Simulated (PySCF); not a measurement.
Simulated absorption spectrum

Compound: C₄H₁₀FNSi.
SMILES: `C[C@@H]1CC[Si@@H](F)N1`

Method used: PySCF, TDDFT CAM-B3LYP/def2-SVPD, vertical, gas phase, core orbitals frozen in the response. Isolated species at its GFN2-xTB geometry (one conformer only).

Each state is given a Gaussian of 0.3 eV full width at half maximum, with ε(max) = 2.175×10⁸ f / Δν̃ (Δν̃ the width in cm⁻¹). The cross-section is σ = 3.8235×10⁻²¹ ε cm², given in Mb (10⁻¹⁸ cm²). The width is an assumption, not a result. The curve ends short of the highest state used, and states not computed would add to its high-energy end.

| λ (nm) | σ (Mb) |
| --- | --- |
| 159.3 | 15.65 |
| 160.6 | 10.95 |
| 161.9 | 8.26 |
| 163.2 | 7.48 |
| 164.4 | 8.25 |
| 165.7 | 10.14 |
| 167.0 | 12.01 |
| 168.3 | 12.49 |
| 169.6 | 10.99 |
| 170.8 | 8.35 |
| 172.1 | 5.24 |
| 173.4 | 2.78 |
| 174.7 | 1.29 |
| 176.0 | 0.61 |
| 177.2 | 0.44 |
| 178.5 | 0.54 |
| 179.8 | 0.79 |
| 181.1 | 1.12 |
| 182.4 | 1.55 |
| 183.6 | 2.08 |
| 184.9 | 2.88 |
| 186.2 | 3.90 |
| 187.5 | 4.95 |
| 188.8 | 5.72 |
| 190.0 | 5.95 |
| 191.3 | 5.58 |
| 192.6 | 4.67 |
| 193.9 | 3.49 |
| 195.2 | 2.35 |
| 196.4 | 1.48 |
| 197.7 | 0.82 |
| 199.0 | 0.41 |
| 200.3 | 0.19 |
| 201.6 | 0.08 |
| 202.8 | 0.03 |
| 204.1 | 0.01 |

**Question.** Where are the band maxima, and which computed states make them?

**Answer.** 190 nm (6.53 eV), ε about 1600, made up of S1 (98%); 168 nm (7.38 eV), ε about 3300, made up of S3 (95%) (ε in L mol⁻¹ cm⁻¹; maxima over ε = 5, shares over 10%). At its high-energy end, 7.78 eV, the curve is still rising (ε about 4000, from S4, S5 and S6). The states used: S1 6.52 eV (f 0.017); S2 6.79 eV (f 0.0028); S3 7.37 eV (f 0.035); S4 7.62 eV (f 0.010); S5 7.84 eV (f 0.029); S6 8.02 eV (f 0.078); S7 8.24 eV (f 0.019); S8 8.38 eV (f 0.033).

**Question.** Coming from long wavelengths, where does ε first pass 100 L mol⁻¹ cm⁻¹?

**Answer.** At about 199 nm (6.23 eV), 0.30 eV below S1.

**Question.** What would ε be at 7.38 eV, the highest of these maxima, with half the width (0.15 eV)?

**Answer.** About 6200 L mol⁻¹ cm⁻¹ against 3280, a factor of about 1.9; a lone state at its own centre would give exactly 2.

**Question.** On this curve, what absorbance would a 10⁻⁴ mol/L sample give at 193 nm over a 1 cm path?

**Answer.** 193 nm is 6.424 eV, where ε is about 1100 L mol⁻¹ cm⁻¹, so A = ε c l ≈ 0.11 (Beer–Lambert, with the gas-phase spectrum and the assumed width).
